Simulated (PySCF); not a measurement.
Species: CH10N2OSi2.
Cartesian coordinates in Å at the GFN2-xTB level; atoms count from 1:
```xyz
16
CH10N2OSi2 angstrom
N     -2.273    1.495    0.534
Si    -1.320    0.207   -0.104
N     -1.375   -1.031    1.090
C      0.494    0.776   -0.175
O      1.268   -0.352   -0.536
Si     2.661   -0.882    0.077
H     -2.267    2.383    0.061
H     -3.209    1.282    0.839
H     -1.710   -0.233   -1.460
H     -2.251   -1.479    1.305
H     -0.635   -1.713    1.071
H      0.829    1.179    0.782
H      0.658    1.551   -0.927
H      2.761   -2.150   -0.632
H      3.782    0.023   -0.204
H      2.580   -1.045    1.534
```

Computed at PBE0/pcSseg-1 (PySCF, non-relativistic), with Q(14N) = 0.02044 b, Q(17O) = −0.0256 b: N1, 14N (I = 1): χzz = -4.542 MHz, η = 0.377; O5, 17O (I = 5/2): χzz = -10.55 MHz, η = 0.314.

(1) Where would the pure quadrupole (NQR) lines of 14N at N1 fall for the rigid, isolated species?

(2) Where would the pure quadrupole (NQR) lines of 17O at O5 fall for the rigid, isolated species?

Results:

(1) From ν± = (3/4)|χ|(1 ± η/3) and ν0 = |χ|η/2: ν+ 3.835 MHz, ν− 2.979 MHz, ν0 0.857 MHz (silicon-bound nitrogen).

(2) From the eigenvalues of H = χ/[4I(2I − 1)] × [3Iz² − I(I + 1) + η(Ix² − Iy²)], steps between neighbouring levels, labelled as for η = 0: ±1/2↔±3/2 1.745 MHz, ±3/2↔±5/2 3.107 MHz (silyl ether oxygen).

In a crystal, neighbours and librations shift these lines. GFN2-xTB frequencies show an imaginary mode (32i cm⁻¹), so this geometry is no minimum at that level. GFN2-xTB bond lengths can be off by several hundredths of an ångström, more for odd bonds, and the gradients follow them. With a basis this small, the couplings can be 20 % off.

One conformer stands for the species.
